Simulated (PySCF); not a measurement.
A structure optimised at B3LYP-D3(BJ)/def2-SVP, used in a PySCF frequency run:

```
Te
F 1 1.8836
F 1 1.9419 2 90.69
F 1 1.9419 2 90.69 3 -90.00
F 1 1.9419 2 90.69 4 180.00
F 1 1.9419 2 90.69 4 -90.00
```
Charge 0, spin multiplicity 2.

Problem. Write its SMILES, formula and point group.

Solution. F[Te](F)(F)(F)F, F₅Te, C4v

Problem. What are its rotational constants (standard atomic weights)?

Solution. 2.4592, 2.4592, 1.7639 GHz
